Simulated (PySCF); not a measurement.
```xyz
7
charge 0 multiplicity 1, angstrom
Cr    0.0000    0.0000   -0.0567
O     1.2748    0.0804   -0.9304
O    -1.2748   -0.0804   -0.9304
O    -0.1358    1.4206    0.9429
O     0.1358   -1.4206    0.9429
H     0.7066    1.8452    1.1740
H    -0.7066   -1.8452    1.1740
```

Computed with PySCF, B3LYP, basis Cr def2-SVP, O def2-SVP, H def2-SVP (no relativity, density fitting).

This geometry of CrO2(OH)2 is a stationary point at this level.

**Question.** What is the point group?

**Answer.** C2.

**Question.** Is it a minimum?

**Answer.** Yes: all harmonic wavenumbers are real.

**Question.** What are the dipole moment and the gap between the highest occupied and lowest empty levels?

**Answer.** 2.07 D and 5.18 eV.

**Question.** Give the atomic charges and bond orders.

**Answer.** 
```json
{"atom": "Cr1", "Mulliken": "0.94", "Löwdin": "0.12", "polar tensor": "1.80", "Mayer order to Cr1": "–"}
{"atom": "O2,3", "Mulliken": "-0.32", "Löwdin": "-0.06", "polar tensor": "-0.52", "Mayer order to Cr1": "1.96"}
{"atom": "O4,5", "Mulliken": "-0.37", "Löwdin": "-0.11", "polar tensor": "-0.71", "Mayer order to Cr1": "1.09"}
{"atom": "H6,7", "Mulliken": "0.22", "Löwdin": "0.11", "polar tensor": "0.33", "Mayer order to Cr1": "0.03"}
```
Other Mayer orders above 0.3: O–H 0.93 (×2).

Only a few start shapes were tried, so a lower isomer may exist.
